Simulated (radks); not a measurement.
Neutral molybdenum, 42 electrons, occupied as [Ar] 3d10 4s2 4p5 4d6 5s1 (not the ground configuration).

All-electron calculation, non-relativistic Kohn-Sham, PBE, spin-polarised, spherical densities, point nucleus; open shells are filled with parallel spins first (spin-orbit coupling, left out, can overturn this in heavy ions); relativity is left out, which matters for an element this heavy. Program: a radial shooting solver on a logarithmic mesh with Libxc functionals.

Energy parts (eV):
part                       energy
total                 -108189.389
kinetic                108138.730
electron-nucleus      -257572.353
Hartree                 44544.601
exchange-correlation    -3300.368

Orbitals (lengths in bohr, moments of r in powers of bohr):
| orbital | occ. | eigenvalue (eV) | <r^2> | <r^4> |
|---|---|---|---|---|
| 1s up | 1 | -19328.14 | 0.001764 | 7.883e-06 |
| 1s down | 1 | -19327.97 | 0.001764 | 7.883e-06 |
| 2s up | 1 | -2685.537 | 0.02961 | 0.001497 |
| 2s down | 1 | -2684.976 | 0.02961 | 0.001497 |
| 2p up | 3 | -2473.774 | 0.02255 | 0.001005 |
| 2p down | 3 | -2473.276 | 0.02255 | 0.001005 |
| 3s up | 1 | -457.0499 | 0.2223 | 0.07634 |
| 3s down | 1 | -456.6303 | 0.2221 | 0.07611 |
| 3p up | 3 | -375.6695 | 0.2207 | 0.07931 |
| 3p down | 3 | -375.1856 | 0.2205 | 0.07898 |
| 3d up | 5 | -226.5728 | 0.2064 | 0.08241 |
| 3d down | 5 | -225.9280 | 0.2059 | 0.08166 |
| 4s up | 1 | -63.2560 | 1.453 | 3.202 |
| 4s down | 1 | -59.6907 | 1.444 | 3.177 |
| 4p up | 3 | -40.1011 | 1.767 | 4.985 |
| 4p down | 2 | -36.4308 | 1.765 | 5.024 |
| 4d up | 5 | -5.7304 | 4.188 | 38.80 |
| 4d down | 1 | -2.3698 | 5.257 | 75.47 |
| 5s up | 1 | -4.3522 | 14.59 | 355.4 |
| 5s down | 0 | -2.5918 | 18.19 | 589.7 |

The highest occupied level is 4d down at -2.370 eV. The configuration is held as typed, so some empty levels lie below it. The spin density at the nucleus is 4.467 e/bohr^3 (1s -0.218, 2s -0.361, 3s 0.250, 4s -1.168, 5s 5.965). Spin moment in Bohr magnetons: 6.
